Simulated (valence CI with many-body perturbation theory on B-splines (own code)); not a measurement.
# E1 line list for Ba50+

Level of theory: configuration interaction combined with many-body perturbation theory (CI+MBPT): four valence electrons over a frozen Dirac-Fock core [He], radial functions for each j: 11 s, 11 p, 10 d, 8 f, 5 g, 2 h, with the one-electron correlation potential Σ1 (screened to all orders), the two-electron term Σ2, the three-electron term Σ3, Breit, model QED; selected single and double excitations, second order for the rest, scaled by the run's own slope (own B-spline code, finite nucleus).

The last digits are not significant, and no measured levels were compared; by estimate large intervals hold to a few tenths of a per cent, small ones and those within an open d or f shell to about a per cent. Among the levels kept, up to 910 cm⁻¹ of a level comes from second order outside the variational space, and about a tenth of that is noise between levels of different J, which matters for small intervals.

Lines 1 to 50 of 543 in falling wavelength, among levels below 6963.3 eV, chosen from the strongest by gf and those to the six lowest levels. Wavelengths and rates use the calculated energies. Electric multipoles are in the length gauge, E1 and E2 with the static RPA response of the core. Weak lines are less certain than strong ones. Lines between different terms over intervals too small for the method are left out, as are lines whose strength nearly cancels. Where a level lies close to another of its J and parity, the split of strength between their lines is uncertain. The highest levels of a list are the least certain.

Levels are named by their leading jj configuration (3d3/2^4 stands for four electrons in 3d with j = 3/2), which in mixed levels can hold well under half, so a name can repeat and another be missing. Letters in brackets count levels of one name in rising energy.

| λ vac (Å) | Upper | Lower | A (s⁻¹) | log gf | Branch % |
| --- | --- | --- | --- | --- | --- |
| 164.8 | (2s 2p3/2^2 3p1/2) J=2 [a] | (2s 2p3/2^2 3s) J=3 | 5.80e+09 | -0.93 | 0.0 |
| 158.0 | (2s 2p3/2^2 3p1/2) J=3 | (2s 2p3/2^2 3s) J=3 | 4.16e+09 | -0.96 | 0.0 |
| 152.6 | (2s 2p3/2^2 3d5/2) J=4 [b] | (2s 2p3/2^2 3p3/2) J=3 [b] | 3.89e+09 | -0.91 | 0.1 |
| 144.3 | (2s 2p1/2 2p3/2 3d5/2) J=4 [a] | (2s 2p1/2 2p3/2 3p3/2) J=3 [a] | 8.00e+09 | -0.65 | 0.1 |
| 144.2 | (2s^2 2p3/2 3d5/2) J=4 | (2s^2 2p3/2 3p3/2) J=3 | 6.85e+09 | -0.72 | 20.3 |
| 142.5 | (2s 2p3/2^2 3d5/2) J=3 [c] | (2s 2p3/2^2 3p3/2) J=2 [c] | 7.89e+09 | -0.77 | 0.0 |
| 141.7 | (2s 2p1/2 2p3/2 3d5/2) J=5 | (2s 2p1/2 2p3/2 3p3/2) J=4 | 1.09e+10 | -0.44 | 50.1 |
| 140.7 | (2s 2p3/2^2 3d5/2) J=5 | (2s 2p3/2^2 3p3/2) J=4 | 1.07e+10 | -0.46 | 5.7 |
| 140.3 | (2p1/2^2 2p3/2 3d5/2) J=4 | (2p1/2^2 2p3/2 3p3/2) J=3 | 1.21e+10 | -0.49 | 0.6 |
| 139.9 | (2s 2p1/2 2p3/2 3d5/2) J=2 [d] | (2s 2p1/2 2p3/2 3p3/2) J=1 [d] | 6.64e+09 | -1.01 | 0.0 |
| 139.6 | (2s 2p3/2^2 3d5/2) J=3 [b] | (2s 2p3/2^2 3p3/2) J=2 [b] | 5.23e+09 | -0.97 | 0.0 |
| 139.6 | (2p1/2 2p3/2^2 3d5/2) J=3 | (2p1/2 2p3/2^2 3p3/2) J=2 [a] | 9.52e+09 | -0.71 | 0.0 |
| 139.2 | (2p1/2 2p3/2^2 3d5/2) J=4 | (2p1/2 2p3/2^2 3p3/2) J=3 [a] | 1.17e+10 | -0.51 | 0.4 |
| 139.2 | (2s 2p1/2^2 3d5/2) J=3 | (2s 2p1/2^2 3p3/2) J=2 | 1.15e+10 | -0.63 | 0.0 |
| 137.5 | (2p1/2^2 2p3/2 3d5/2) J=3 | (2p1/2^2 2p3/2 3p3/2) J=2 | 1.08e+10 | -0.67 | 0.0 |
| 135.9 | (2s 2p3/2^2 3d5/2) J=3 [a] | (2s 2p3/2^2 3p3/2) J=2 [a] | 5.77e+09 | -0.95 | 0.0 |
| 135.0 | (2s 2p3/2^2 3d5/2) J=4 [a] | (2s 2p3/2^2 3p3/2) J=3 [a] | 9.30e+09 | -0.64 | 0.0 |
| 134.2 | (2s^2 2p3/2 3d5/2) J=3 | (2s^2 2p3/2 3p3/2) J=2 | 6.61e+09 | -0.90 | 0.0 |
| 134.1 | (2s 2p1/2 2p3/2 3d5/2) J=4 [c] | (2s 2p1/2 2p3/2 3p3/2) J=3 [c] | 1.24e+10 | -0.52 | 0.0 |
| 133.0 | (2s 2p1/2 2p3/2 3d5/2) J=4 [b] | (2s 2p1/2 2p3/2 3p3/2) J=3 [b] | 1.06e+10 | -0.60 | 0.0 |
| 132.1 | (2s 2p1/2 2p3/2 3d5/2) J=3 [d] | (2s 2p1/2 2p3/2 3p3/2) J=2 [d] | 9.94e+09 | -0.74 | 0.0 |
| 130.8 | (2s^2 2p1/2 3d5/2) J=3 | (2s^2 2p1/2 3p3/2) J=2 | 1.28e+10 | -0.64 | 0.0 |
| 127.9 | (2s 2p1/2 2p3/2 3d5/2) J=3 [a] | (2s 2p1/2 2p3/2 3p3/2) J=2 [a] | 1.04e+10 | -0.75 | 0.0 |
| 127.5 | (2p1/2^2 2p3/2 3d5/2) J=2 | (2p1/2^2 2p3/2 3p3/2) J=1 | 9.41e+09 | -0.94 | 0.0 |
| 125.8 | (2s 2p1/2 2p3/2 3d5/2) J=2 [c] | (2s 2p1/2 2p3/2 3p3/2) J=1 [c] | 7.89e+09 | -1.03 | 0.0 |
| 125.0 | (2s 2p1/2 2p3/2 3d5/2) J=3 [c] | (2s 2p1/2 2p3/2 3p3/2) J=2 [c] | 1.07e+10 | -0.76 | 0.0 |
| 124.6 | (2s 2p1/2^2 3d5/2) J=2 | (2s 2p1/2^2 3p3/2) J=1 | 1.46e+10 | -0.77 | 0.0 |
| 123.6 | (2s 2p1/2 2p3/2 3d5/2) J=3 [b] | (2s 2p1/2 2p3/2 3p3/2) J=2 [b] | 7.87e+09 | -0.90 | 0.0 |
| 117.7 | (2s 2p3/2^2 3d5/2) J=2 [b] | (2s 2p3/2^2 3p3/2) J=1 [b] | 1.29e+10 | -0.87 | 0.0 |
| 113.3 | (2s 2p3/2^2 3d5/2) J=4 [b] | (2p1/2 2p3/2^2 3s) J=3 | 9.45e+09 | -0.79 | 0.2 |
| 82.47 | (2p1/2 2p3/2^2 3d3/2) J=4 | (2s 2p3/2^2 3d3/2) J=3 [b] | 1.72e+10 | -0.80 | 0.6 |
| 80.61 | (2s 2p1/2 2p3/2 3p3/2) J=4 | (2s^2 2p3/2 3p3/2) J=3 | 3.45e+10 | -0.52 | 6.1 |
| 79.43 | (2s 2p1/2 2p3/2 3p3/2) J=3 [b] | (2s^2 2p3/2 3p3/2) J=2 | 2.03e+10 | -0.87 | 0.0 |
| 78.97 | (2p1/2 2p3/2^2 3p3/2) J=4 | (2s 2p3/2^2 3p3/2) J=3 [b] | 6.71e+10 | -0.25 | 0.1 |
| 78.65 | (2p1/2^2 2p3/2 3p3/2) J=1 | (2p1/2^2 2p3/2 3s) J=1 | 4.12e+10 | -0.94 | 0.0 |
| 76.84 | (2p1/2 2p3/2^2 3p3/2) J=3 [b] | (2s 2p3/2^2 3p3/2) J=2 [b] | 2.26e+10 | -0.85 | 0.0 |
| 76.75 | (2p1/2 2p3/2^2 3d3/2) J=3 [b] | (2s 2p3/2^2 3d3/2) J=2 [c] | 1.86e+10 | -0.94 | 0.0 |
| 76.64 | (2s 2p3/2^2 3p3/2) J=3 [a] | (2s 2p3/2^2 3s) J=2 [a] | 3.53e+10 | -0.66 | 0.0 |
| 75.30 | (2p1/2^2 2p3/2 3p3/2) J=3 | (2p1/2^2 2p3/2 3s) J=2 | 8.30e+10 | -0.31 | 0.1 |
| 75.24 | (2p1/2^2 2p3/2 3d3/2) J=3 | (2s 2p1/2 2p3/2 3d3/2) J=2 [e] | 4.29e+10 | -0.59 | 0.3 |
| 74.73 | (2p1/2 2p3/2^2 3p3/2) J=2 [a] | (2p1/2 2p3/2^2 3s) J=1 [a] | 3.80e+10 | -0.80 | 0.0 |
| 73.85 | (2s 2p1/2 2p3/2 3d3/2) J=2 [b] | (2s 2p1/2 2p3/2 3p1/2) J=2 [b] | 3.01e+10 | -0.91 | 0.0 |
| 73.64 | (2p1/2 2p3/2^2 3p3/2) J=3 [b] | (2p1/2 2p3/2^2 3s) J=2 [b] | 1.61e+10 | -1.04 | 0.0 |
| 73.40 | (2s 2p1/2^2 3p3/2) J=2 | (2s^2 2p1/2 3p3/2) J=1 | 5.95e+10 | -0.62 | 0.7 |
| 73.31 | (2s 2p3/2^2 3p3/2) J=1 [a] | (2s 2p3/2^2 3s) J=2 [a] | 6.94e+10 | -0.78 | 0.0 |
| 73.11 | (2s 2p1/2 2p3/2 3p3/2) J=1 [a] | (2s 2p1/2 2p3/2 3s) J=1 [a] | 5.92e+10 | -0.85 | 0.1 |
| 72.36 | (2p1/2^2 2p3/2 3d3/2) J=2 | (2p1/2^2 2p3/2 3p1/2) J=1 | 2.43e+10 | -1.02 | 0.1 |
| 72.31 | (2s 2p1/2^2 3p3/2) J=1 | (2s 2p1/2^2 3s) J=0 | 6.56e+10 | -0.81 | 0.0 |
| 72.14 | (2s 2p1/2 2p3/2 3d3/2) J=2 [a] | (2s 2p1/2 2p3/2 3p1/2) J=2 [a] | 3.07e+10 | -0.92 | 0.0 |
| 72.05 | (2p1/2 2p3/2^2 3p3/2) J=3 [a] | (2p1/2 2p3/2^2 3s) J=2 [a] | 8.93e+10 | -0.31 | 0.1 |

Question: How does gf follow from A for the line at 134.1 Å?

Answer: gf = 1.4992 × (2J+1)_upper × A / σ², with σ = 745847 cm⁻¹ and 2J+1 = 9: gf = 0.300.
